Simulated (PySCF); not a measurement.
# State search for TiF⁺

Unrestricted PBE0; PySCF, no relativity, basis sets Ti def2-TZVPPD, F def2-TZVPPD. Outer shells of the fragments: Ti+ 3d2 4s1; F 2s2 2p5.

Followed along the bond (rough minima from three points):

| 2Ms+1 | unpaired | ⟨S²⟩ at the start | R at minimum (Å) | Te (eV) |
| --- | --- | --- | --- | --- |
| 3 | δ ↑↑ | 2.01 | 1.72 | 0.00 |
| 3 | π ↑, δ ↑ | 2.00 | 1.77 | 0.06 |
| 3 | π ↑, δ ↑ | 2.01 | 1.76 | 0.11 |
| 3 | σ ↑, δ ↑ | 2.01 | 1.74 | 0.23 |
| 1 | δ ↑↓ | 1.00 | 1.72 | 0.27 |
| 1 | π ↓, δ ↑ | 1.00 | 1.76 | 0.53 |

Solutions found at the starting distance of 1.980 Å, counted from the lowest of them; the search is not exhaustive and high or unbound solutions are not listed, so other states can lie among these:

```csv
2Ms+1,unpaired,term,E (eV),⟨S²⟩,⟨Lz²⟩,μ (D)
3,"π ↑, δ ↑",mixed,0.00,2.00,4.77,-7.77
3,"π ↑, δ ↑",mixed,0.07,2.01,5.00,-7.73
3,δ ↑↑,³Σ⁻,0.22,2.01,0.00,-7.77
3,"σ ↑, δ ↑",³Δ,0.23,2.01,4.00,-7.90
1,δ ↑↓,mixed,0.50,1.00,8.01,-7.78
1,"π ↓, δ ↑",mixed,0.51,1.00,4.81,-7.71
1,"π ↓, δ ↑",mixed,0.55,1.00,5.01,-7.69
3,π ↑↑,³Σ⁻,0.67,2.00,0.00,-7.76
1,"σ ↓, δ ↑",mixed,0.82,1.00,4.00,-7.88
1,π ↑↓,mixed,1.13,1.00,2.01,-7.67
1,none,mixed,1.28,0.00,8.00,-7.71
3,"σ ↑, π ↑",mixed,1.45,2.01,1.16,-7.63
1,"σ ↑, π ↓",mixed,1.73,1.00,1.13,-7.64
1,none,mixed,2.33,0.00,2.01,-7.31
```

A term symbol is given only where ⟨S²⟩ and ⟨Lz²⟩ are close to those of a pure state; real π, δ and φ orbitals otherwise mix terms. A positive dipole points towards F; it is taken about the centre of mass and depends on that origin.

Q: Compare the gap between the two lowest followed solutions at the starting distance with the gap between their minima.

A: At PBE0 the second solution (triplet, unpaired electrons π ↑, δ ↑) lies -0.22 eV from the first (triplet, unpaired electrons δ ↑↑) at 1.980 Å and +0.06 eV at the minima; the two curves relax by different amounts, since their minima lie near 1.77 and 1.72 Å.

The state is the lowest single determinant that the PBE0 search found; with open d or f shells the true ground state can be another one.
